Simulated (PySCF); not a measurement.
## Spinor energies of Se⁺ (selenium, charge +1)

Start: [Ar] 3d10 4s1 4p4; 4s1/2 filled at m_j = +1/2; 4p1/2 filled at m_j = +1/2; 4p3/2 filled at m_j = -1/2, +1/2, +3/2. Calculated with PySCF 2.14 in x2c-SVPall-2c with one added diffuse shell each of s, p, d type (6s7p4d, 47 functions): generalised Hartree-Fock with the X2C-1e Hamiltonian and a Gaussian nucleus; one run each with spin-orbit coupling (SO) switched off, then screened by Boettger's factors. This is a chosen level, not necessarily the ground level.

| spinor shell | electrons | ε, spin-free (eV) | ε, screened SO (eV) | weight of nominal j (screened SO) | rms radius, screened SO (bohr) |
| --- | --- | --- | --- | --- | --- |
| 1s1/2 | 2 | -12745.2 | -12745.0 | 1.000 | 0.0508 |
| 2s1/2 | 2 | -1707.6 | -1707.5 | 1.000 | 0.212 |
| 2p1/2 | 2 | -1499.0 | -1527.7 | 1.000 | 0.187 |
| 2p3/2 | 4 | -1499.0 | -1485.0 | 1.000 | 0.190 |
| 3s1/2 | 2 | -262.69 | -262.62 | 1.000 | 0.613 |
| 3p1/2 | 2 | -195.15 | -199.50 | 0.996 | 0.629 |
| 3p3/2 | 4 | -195.15 | -192.96 | 0.998 | 0.639 |
| 3d3/2 | 4 | -82.866 | -83.465 | 0.934 | 0.696 |
| 3d5/2 | 6 | -82.866 | -82.374 | 0.956 | 0.695 |
| 4s1/2 | 1 | -38.031 | -37.980 | 1.000 | 1.87 |
| 4p3/2 | 3 | -21.013 | -22.409 | 0.642 | 2.23 |
| 4p1/2 | 1 | -21.013 | -16.873 | 0.634 | 2.44 |

```tsv
quantity	spin-free	screened SO
E (hartree)	-2426.91048	-2427.01092
M_J	5/2	5/2
⟨J²⟩	8.766	8.767
⟨L²⟩	2.002	2.013
⟨S²⟩	3.765	3.758
```

Each row is a mean over spinors that exchange with the open shell spreads, by up to 1.250 eV (3s1/2).

Rows whose weight is well below 1 are mixtures of j = l ± 1/2: exchange outweighs spin-orbit coupling there, and the label is only the starting occupation.

Without spin-orbit coupling the j labels of p, d and f shells carry no meaning; the spin-free column gives the mean over the occupied spinors of each nl shell.
